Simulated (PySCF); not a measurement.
Atomic charges by several schemes

Compound: C11H12.
Geometry (GFN2-xTB, Å), atoms numbered from 1 in this order:
```
atom  x, y, z in Å
C1     3.3922   -1.2036    0.2040
C2     2.2905   -0.7632    0.7808
C3     1.6317    0.5427    0.4590
C4     0.1868    0.3345    0.0633
C5    -0.1103   -0.4428   -1.1444
C6    -1.2653   -0.0596   -1.6890
C7    -1.9588    0.9554   -0.8113
C8    -2.7704   -0.0434   -0.0194
C9    -2.1054   -0.4316    1.0698
C10   -0.8642    0.3259    1.2171
C11   -0.8695    1.3995    0.1647
H12    3.9057   -0.6274   -0.5489
H13    3.8334   -2.1524    0.4583
H14    1.7879   -1.3598    1.5314
H15    2.1664    1.0351   -0.3576
H16    1.6749    1.1957    1.3360
H17    0.5507   -1.2095   -1.5082
H18   -1.7423   -0.4864   -2.5537
H19   -2.5165    1.7365   -1.3223
H20   -3.6924   -0.4529   -0.3925
H21   -2.4100   -1.1924    1.7669
H22   -0.4560    0.4866    2.2048
H23   -0.6639    2.4400    0.3582
```

Density: PBE0/pcSseg-1 (PySCF); schemes: Mulliken, IAO, Hirshfeld and ESP-fitted. The structure is a single GFN2-xTB conformer in the gas phase; no vibrational or solvent corrections.

Which atoms carry the lowest charge in the Mulliken, IAO, Hirshfeld and ESP-fitted schemes?

The schemes don't all agree: Mulliken C4 (-0.443); IAO C1 (-0.327); Hirshfeld C1 (-0.106); ESP-fitted C1 (-0.520).

At which atom do the 4 schemes differ most?

At C4: from -0.443 (Mulliken) to +0.226 e (ESP-fitted), 0.669 e apart.

Give the atomic charges in each scheme.

In e:

| atom | environment | Mulliken | IAO | Hirshfeld | ESP-fitted |
| --- | --- | --- | --- | --- | --- |
| C1 | terminal =CH2 carbon | -0.135 | -0.327 | -0.106 | -0.520 |
| C2 | alkene CH carbon | -0.229 | -0.127 | -0.034 | +0.002 |
| C3 | allylic carbon | -0.007 | -0.259 | -0.067 | -0.320 |
| C4 | sp3 carbon at a ring junction | -0.443 | +0.014 | +0.008 | +0.226 |
| C5 | alkene CH carbon | +0.086 | -0.173 | -0.065 | -0.118 |
| C6 | alkene CH carbon | -0.051 | -0.154 | -0.051 | -0.444 |
| C7 | sp3 carbon at a ring junction | -0.230 | -0.130 | -0.027 | +0.346 |
| C8 | alkene CH carbon | -0.071 | -0.156 | -0.052 | -0.342 |
| C9 | alkene CH carbon | +0.022 | -0.168 | -0.064 | -0.210 |
| C10 | sp3 carbon at a ring junction | -0.120 | -0.151 | -0.046 | -0.028 |
| C11 | sp3 carbon at a ring junction | +0.001 | -0.138 | -0.041 | -0.374 |
| H12 | vinylic hydrogen | +0.107 | +0.142 | +0.043 | +0.208 |
| H13 | vinylic hydrogen | +0.113 | +0.150 | +0.045 | +0.191 |
| H14 | vinylic hydrogen | +0.099 | +0.143 | +0.043 | +0.106 |
| H15 | methylene hydrogen | +0.121 | +0.141 | +0.042 | +0.129 |
| H16 | methylene hydrogen | +0.117 | +0.142 | +0.045 | +0.132 |
| H17 | vinylic hydrogen | +0.075 | +0.156 | +0.043 | +0.148 |
| H18 | vinylic hydrogen | +0.084 | +0.151 | +0.047 | +0.211 |
| H19 | methine hydrogen | +0.105 | +0.143 | +0.044 | +0.036 |
| H20 | vinylic hydrogen | +0.087 | +0.151 | +0.047 | +0.190 |
| H21 | vinylic hydrogen | +0.081 | +0.153 | +0.048 | +0.163 |
| H22 | methine hydrogen | +0.096 | +0.146 | +0.047 | +0.107 |
| H23 | methine hydrogen | +0.089 | +0.148 | +0.050 | +0.161 |

Mean size of the charges over all atoms: ESP-fitted 0.205 e, IAO 0.155 e, Mulliken 0.112 e, Hirshfeld 0.048 e. Each set sums to the total charge, 0, to within 0.001 e. The IAO scheme projects the occupied orbitals on a minimal set of polarised atomic orbitals and counts the electrons in each atom's part of it. The Hirshfeld scheme divides the density at each point in proportion to the densities of the neutral, spherically averaged free atoms.

How closely do the schemes follow one another over all atoms?

Correlation coefficient and root-mean-square difference: IAO with Hirshfeld 0.99, 0.113 e; Hirshfeld with ESP-fitted 0.80, 0.203 e; IAO with ESP-fitted 0.78, 0.154 e; Mulliken with IAO 0.54, 0.148 e; Mulliken with Hirshfeld 0.50, 0.125 e; Mulliken with ESP-fitted 0.13, 0.265 e.

How many electrons does the Mulliken scheme count on C10?

Z − q = 6 − (-0.120) = 6.120.

Sum the charges by element.

```csv
element,atoms,Mulliken,IAO,Hirshfeld,ESP-fitted
C,11,-1.176,-1.767,-0.544,-1.782
H,12,+1.176,+1.767,+0.544,+1.782
```
